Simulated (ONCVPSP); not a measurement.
# La: excitation energies, all-electron against ONCV

ONCVPSP 4.0.1 input, shortened (lines: element, Z, core and valence counts, functional; n l f; lmax; l rc ep ncon nbas qcut; lloc lpopt rc5 dvloc0; l nproj debl; icmod fcfact rcfact), PW91, fully relativistic:

```
  La 57.00    9    4  -109134      upf
    1    0    2.00
    2    0    2.00
    2    1    6.00
    3    0    2.00
    3    1    6.00
    3    2   10.00
    4    0    2.00
    4    1    6.00
    4    2   10.00
    5    0    2.00
    5    1    6.00
    5    2    1.50
    6    0    1.50
    3
    0    2.50    0.00    4    7    6.30
    1    2.15    0.00    4    8    7.60
    2    2.55    0.00    4    7    3.70
    3    2.10    0.15    4    8    5.70
    3    5    2.10    0.00
    0    2    0.90
    1    2    3.10
    2    2    3.00
    3    0    1.30
    1    0.45    0.00
```

Open shells are filled in proportion to 2j + 1.

In the f channel the program set the typed energies aside and used -0.127 Ha (j = l + 1/2; the other j can differ).

Energies are relative to the spin-unpolarised reference configuration 5s2 5p6 5d1.5 6s1.5; without spin polarisation the order of configurations can differ from experiment. The f channel is local and has no spin–orbit splitting in the pseudo-atom.

```
valence configuration  charge  ΔE all-electron (eV)  error AE − PS (meV)
      5s2 5p6 5d1 6s2       0                -0.351                 -0.6
      5s2 5p6 5d1 6s0      +2                16.570                 -0.1
      5s2 5p6 5d2 6s1       0                 0.449                 -0.4
```

Question: What are ΔE and the potential's error for 5s2 5p6 5d1 6s1?

Answer: ΔE = 5.657 eV all-electron; the error (AE − PS) is -0.4 meV.

Note: ghosts flagged at negative energy: s at -9.4 eV; GHOST(+) flagged for p1/2 at 52.1 eV, p3/2 at 53.4 eV, d5/2 at 121.5 eV, d3/2 at 121.6 eV. A true bound ghost makes a file unfit for plane-wave use.
